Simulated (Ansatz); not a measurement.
`BCC(C)=O` + `C[S][GeH3]` → `B[S][GeH3]` + `CCC(C)=O`  (formal exchange of groups at a B–C bond)

Isolated molecules relaxed with PBE0-D4/def2-TZVP in Ansatz; ΔE leaves out vibrations. CCSD(T)/CBS is the MP2 limit (def2-TZVPP, def2-QZVPP) plus CCSD(T) − MP2 in def2-TZVPP, frozen cores. Functionals use def2-TZVPP. For Ge outer-core shells are correlated without core-valence functions, which leaves a few kJ/mol of doubt a bond. Scalar relativity is left out up to krypton. Each species was taken in one conformer, which may not be the lowest.

```csv
level,ΔE (kcal/mol)
r2SCAN0-D4,-25.4
PBE,-25.3
r2SCAN0,-25.5
HF/CBS(def2),-23.5
```

Question: What does CCSD(T)/CBS give? (Best estimate.)

Answer: Ansatz gave: -25.2 kcal/mol. The listed levels differ from it by -0.2, -0.1, -0.3, 1.7 kcal/mol.

Largest T1 diagnostic among the species: 0.014.

In def2-TZVPP, CCSD(T) changes the Hartree–Fock value by −2.4 kcal/mol (the triples alone add −0.5 kcal/mol) and MP2 by −2.4 kcal/mol. At CCSD(T), def2-SVP lies −5.6 kcal/mol from the extrapolated value and def2-TZVPP −1.1 kcal/mol. Leaving LDA and LC-ωPBE aside and taking each functional with its dispersion term where it has one, the values, not all of them listed here, spread over 1.3 kcal/mol, from PBE-QIDH to BLYP-D4. LDA lies −1.3 kcal/mol from PBE without D4.
